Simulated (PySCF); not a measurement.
Species: C4H10Al2O2.
SMILES: `[O+]1(C)[AlH2-][O+]([AlH-]1[C]#C)C`

The closed-shell ground state was solved at several levels (PySCF, density fitting, gas phase, non-relativistic). Isolated species at its PBE0-D3(BJ)/def2-SVP geometry, gas phase.

```
              level  basis functions  total energy (Eh)  HOMO (eV)  LUMO (eV)  gap (eV)  dipole (D)
      PBE0/pcSseg-1              200          -793.1972      -7.76      -0.54      7.22        0.69
CAM-B3LYP/def2-SVPD              254          -793.3463      -9.16       0.26      9.42        0.62
```

Problem. What might HF/pcSseg-1 (200 basis functions) give for the same quantities?

Solution. Total energy -790.8960 Eh, HOMO -10.45 eV, LUMO 2.52 eV, gap 12.97 eV, dipole 0.73 D.

Problem. Over all these levels, which gives the widest orbital gap and which the narrowest?

Solution. HF/pcSseg-1 (Hartree–Fock, all exact exchange) has the widest, 12.97 eV, and PBE0/pcSseg-1 (global hybrid, 25 % exact exchange) the narrowest, 7.22 eV. The two share the basis. From the narrowest to the widest the HOMO moves by -2.69 eV and the LUMO by +3.06 eV. The HOMO need not be the same orbital at Hartree–Fock and at DFT levels.

Problem. How far do the dipole and the HOMO energy spread over the levels?

Solution. The dipole runs from 0.62 to 0.73 D (mean 0.68 D) and the HOMO from -10.45 to -7.76 eV.
